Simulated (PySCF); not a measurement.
Cu3: PBE0 against B3LYP

Base calculation in PySCF with density fitting and no spin–orbit coupling, PBE0/def2-TZVP (no relativity): doublet, C2v, Cu–Cu 2.340 Å (×2), Cu–Cu 2.625 Å; Cu–Cu–Cu 55.9° (×2), Cu–Cu–Cu 68.2°; wavenumbers 100, 147, 241 cm⁻¹; dipole moment 0.74 D, polar-tensor charge of Cu 0.44 e, atomisation energy (no zero-point energy) 268 kJ/mol.

Question: What changes on going to B3LYP/def2-TZVP (no relativity)?

Answer: The point group stays the same. Changes: mean bond to Cu +0.008 Å, highest wavenumber -5 cm⁻¹, lowest wavenumber -22 cm⁻¹, dipole moment -0.03 D, polar-tensor charge of Cu -0.08 e, atomisation energy (no zero-point energy) -10 kJ/mol. The new structure has Cu–Cu 2.348 Å (×2), Cu–Cu 2.696 Å; Cu–Cu–Cu 55.0° (×2), Cu–Cu–Cu 70.1°, with wavenumbers 78, 160, 236 cm⁻¹.

Open d or f shells are single determinants, so the state found may not be the ground state. Each species is the lowest minimum found with this bonding; other isomers or fragments can lie lower.
